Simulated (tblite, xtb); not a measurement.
CH3Cl2Sn (SMILES [CH3][Sn]([Cl])[Cl]), doublet, geometry from GFN2-xTB (such geometries of metal compounds can be far from the true shape) (the spin is typed, not shown lowest). Base run: xtb with GFN1-xTB.

xtb was given this input:
```
$ xtb mol.xyz --gfn 1 --uhf 1 --json

# file mol.xyz
7

Sn    -0.25987517     0.10089511     0.41959888
C     -1.92570834    -1.45600401    -0.35249903
H     -1.41774794    -1.94074201    -1.17614683
H     -2.78104771    -0.87777075    -0.67520745
H     -2.16104505    -2.14229292     0.44986603
Cl     0.01934069     1.63428595    -1.40025402
Cl     1.79876807    -1.12534039     0.37299158
```

Programs used: tblite, xtb; a row that names a program was run with it.

Each row names what was changed in the base input (with any setting that the change needs).

```json
[
 {"change": "base", "ΔE vs base (mEh)": "0.000", "dipole (D)": "5.55", "SCF cycles": "9"},
 {"change": "acc = 0.1", "ΔE vs base (mEh)": "0.000", "dipole (D)": "5.55", "SCF cycles": "11"},
 {"change": "alpb = thf", "ΔE vs base (mEh)": "-11.367", "dipole (D)": "6.24", "SCF cycles": "10"},
 {"change": "etemp = 5000", "ΔE vs base (mEh)": "-9.876", "dipole (D)": "4.62", "SCF cycles": "9"},
 {"change": "program = tblite; method = gfn1", "ΔE vs base (mEh)": "0.000", "dipole (D)": "-", "SCF cycles": "-"},
 {"change": "etemp = 10000", "ΔE vs base (mEh)": "-49.980", "dipole (D)": "3.52", "SCF cycles": "9"},
 {"change": "program = tblite; method = gfn1; option = (--alpb, water)", "ΔE vs base (mEh)": "-3.776", "dipole (D)": "-", "SCF cycles": "-"},
 {"change": "program = tblite; method = gfn1; option = (--etemp, 2000)", "ΔE vs base (mEh)": "-0.371", "dipole (D)": "-", "SCF cycles": "-"}
]
```

ALPB and GBSA are two models with their own fitted parameters for each solvent, which aren't always the measured dielectric constant.
